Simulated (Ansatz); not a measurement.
One change: `[O]=[Mo]([F])(=[S])[Cl]` becomes `[O]=[Mo](=[S])([Cl])[Cl]`.

Ansatz, PBE0-D4/def2-TZVP geometries, multiplicity 1. 

Elements past krypton have def2 core potentials.

```tsv
property	`[O]=[Mo]([F])(=[S])[Cl]`
zero-point energy (PBE0-D4/def2-TZVP) / kJ/mol	23.2
LUMO energy (PBE0/def2-TZVPP) / eV	-3.77
HOMO–LUMO gap (B3LYP/def2-TZVPP) / eV	4.23
HOMO energy (PBE0/def2-TZVPP) / eV	-8.43
HOMO–LUMO gap (PBE/def2-TZVPP) / eV	2.76
LUMO energy (ωB97M-V/def2-TZVPP) / eV	-1.71
```

Task: What does the change do to each property? (An estimate is asked.)

Result: Ansatz gave: 
```tsv
property	`[O]=[Mo](=[S])([Cl])[Cl]`	shift
zero-point energy (PBE0-D4/def2-TZVP) / kJ/mol	20.9	-2.3
LUMO energy (PBE0/def2-TZVPP) / eV	-3.94	-0.17
HOMO–LUMO gap (B3LYP/def2-TZVPP) / eV	4.03	-0.20
HOMO energy (PBE0/def2-TZVPP) / eV	-8.39	0.04
HOMO–LUMO gap (PBE/def2-TZVPP) / eV	2.58	-0.18
LUMO energy (ωB97M-V/def2-TZVPP) / eV	-1.94	-0.23
```

B3LYP here is the variant with VWN-RPA as its local correlation; programs differ in this.
